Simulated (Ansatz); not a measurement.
One change: `O[SiH](Cl)[SiH2]F` becomes `O[SiH](Cl)Br`.

Ansatz, PBE0-D4/def2-TZVP geometries, multiplicity 1. Each molecule was computed in one conformer, which needn't be the lowest.

Scalar relativity is left out up to krypton.

```tsv
property	`O[SiH](Cl)[SiH2]F`
LUMO energy (PBE0/def2-TZVPP) / eV	-1.18
LUMO energy (B3LYP/def2-TZVPP) / eV	-1.37
HOMO–LUMO gap (PBE/def2-TZVPP) / eV	4.80
HOMO energy (PBE/def2-TZVPP) / eV	-6.83
HOMO–LUMO gap (ωB97M-V/def2-TZVPP) / eV	10.74
size of the dipole moment (ωB97M-V/def2-TZVPP) / D	0.99
```

Problem. Give the same properties after the change, and the shifts. (An estimate is asked.)

Solution. Ansatz gave: 
```
                                          property  `O[SiH](Cl)Br`  shift
                LUMO energy (PBE0/def2-TZVPP) / eV            0.12   1.30
               LUMO energy (B3LYP/def2-TZVPP) / eV           -0.15   1.22
               HOMO–LUMO gap (PBE/def2-TZVPP) / eV            6.53   1.73
                 HOMO energy (PBE/def2-TZVPP) / eV           -7.37  -0.54
           HOMO–LUMO gap (ωB97M-V/def2-TZVPP) / eV           12.84   2.10
size of the dipole moment (ωB97M-V/def2-TZVPP) / D            1.06   0.07
```

With PBE0 the HOMO falls by 0.62 eV and the LUMO rises by 1.30 eV, so the gap widens by about 1.92 eV. PBE moves the HOMO by -0.54 eV and ωB97M-V by -0.78 eV. The zero-point energy changes by -50.3 kJ/mol with -9 modes. Dipoles are sizes alone; their direction can turn.

B3LYP here is the variant with VWN-RPA as its local correlation; programs differ in this.

Spin–orbit coupling is left out; it splits and shifts lone-pair levels of the heavy atoms by tenths of an eV.
